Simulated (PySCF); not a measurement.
# Hartree-Fock beside MP2: B2H3OSi cation

These are calculations, not measurements. They come from PySCF 2.14.0, an open-source quantum chemistry program, on an isolated molecule that a program drew, which may never have been made. The molecule is B2H3OSi cation (charge +1, singlet), drawn as the SMILES string `O=BB[SiH2+]`.

The geometry was optimised and harmonic frequencies were computed with HF and MP2, all in the cc-pV(D+d)Z basis, for the commonest isotopes, with a restricted reference for singlets and an unrestricted one otherwise, and a frozen core in MP2. Each result is a local minimum of its method.

Geometry at the HF minimum:
```xyz
7
B2H3OSi cation, angstrom
O    -0.1931    2.4573    0.1963
B     0.8330    1.8900    0.3147
B     2.2306    0.9539    0.4735
Si    2.1282   -1.0728    0.4241
H     3.3174    1.4186    0.6182
H     2.2575   -1.8213   -0.8297
H     1.9476   -1.8658    1.6437
```

Lengths of the bonds as drawn, in Å (atoms numbered as above):
```
  bond     HF    MP2
 O1-B2  1.178  1.219
 B2-B3  1.690  1.678
B3-Si4  2.030  2.015
 B3-H5  1.191  1.202
Si4-H6  1.466  1.473
Si4-H7  1.466  1.473
```

Rotational constants, in GHz:
| constant | HF | MP2 |
|---|---|---|
| A | 23.02 | 22.8 |
| B | 2.276 | 2.277 |
| C | 2.126 | 2.125 |

Harmonic frequencies in cm^-1, each column in rising order, so a row needn't be the same motion in every method:
```
rank    HF   MP2
   1   105    94
   2   178   181
   3   337   314
   4   411   361
   5   437   407
   6   537     ?
   7   737   702
   8   784   746
   9   807   786
  10   988   930
  11  1051   998
  12  2207  1936
  13  2399  2334
  14  2436  2376
  15  2788  2708
```

**Estimate the missing MP2 frequency from the HF column.**

A single factor s that minimises the squared misfit of MP2 against s times HF over the other rows is sum(HF x MP2) / sum(HF^2) = 0.9530, with an rms misfit of 52 cm^-1. For rank 6 it gives 0.9530 x 537 = 512 cm^-1. The calculation gives 528 cm^-1, 16 cm^-1 above the estimate. The drawn bonds are on average 0.7 % longer in MP2 than in HF.
